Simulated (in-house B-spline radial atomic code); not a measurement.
Radial electron density of In⁸⁺, [Kr] 4d5. Computed with a B-spline radial code for spherical atoms: scalar-relativistic (X2C) LC-wPBE, spin-polarised, spherical fractional occupations, exact exchange averaged over the configuration, Fermi nucleus of rms radius 4.6156 fm.

One-electron X2C: radii and densities carry no picture-change correction, so inner-shell <1/r> comes out high (for 1s by about 2 % at Z = 33, 5 % at 54, 10 % at 75, 30 % at 118) and <r> low.

Columns: r (bohr), 4πr²n(r) (electrons per bohr), bar.

```
0.000881    1.708 #
 0.00107    2.337 #
 0.00129     3.15 ##
 0.00157    4.291 ##
  0.0019    5.766 ###
 0.00231    7.754 ####
 0.00279    10.25 ######
 0.00339    13.54 #######
 0.00411    17.62 ##########
 0.00498    22.62 ############
 0.00603    28.52 ################
 0.00731    35.28 ###################
 0.00886    42.59 #######################
  0.0107    49.77 ###########################
   0.013    56.41 ###############################
  0.0158     61.3 ##################################
  0.0191     63.5 ###################################
  0.0232    62.72 ##################################
  0.0281    59.52 #################################
  0.0341    55.69 ###############################
  0.0413    54.07 ##############################
    0.05    57.08 ###############################
  0.0607    65.16 ####################################
  0.0735    74.81 #########################################
  0.0891    80.25 ############################################
   0.108     76.8 ##########################################
   0.131    65.94 ####################################
   0.159    55.99 ###############################
   0.192    55.12 ##############################
   0.233    61.95 ##################################
   0.283    65.18 ####################################
   0.343    55.44 ##############################
   0.415    37.08 ####################
   0.503    22.48 ############
    0.61    18.46 ##########
    0.74    19.74 ###########
   0.896    18.07 ##########
    1.09    11.96 #######
    1.32     5.69 ###
     1.6    1.895 #
    1.94     0.43 
    2.35  0.06386 
    2.84 0.005763 
    3.45 0.0002558
```

On this grid the curve has 4 maxima, near 0.0191, 0.0891, 0.283, 0.74 bohr.

The 4p down radial function P(r) = rR(r), positive near the nucleus:

```
r (bohr)         P
 0.00107  0.001309
 0.00157  0.002474
 0.00231  0.004756
 0.00339  0.009165
 0.00498   0.01769
 0.00731   0.03384
  0.0107   0.06325
  0.0158     0.116
  0.0232    0.1996
  0.0341    0.3149
    0.05    0.4286
  0.0735    0.4487
   0.108    0.2328
   0.159   -0.2548
   0.233   -0.6731
   0.343   -0.4299
   0.503    0.5179
    0.74     1.221
    1.09    0.9432
     1.6    0.3194
    2.35   0.04016
    3.45  0.001252
```
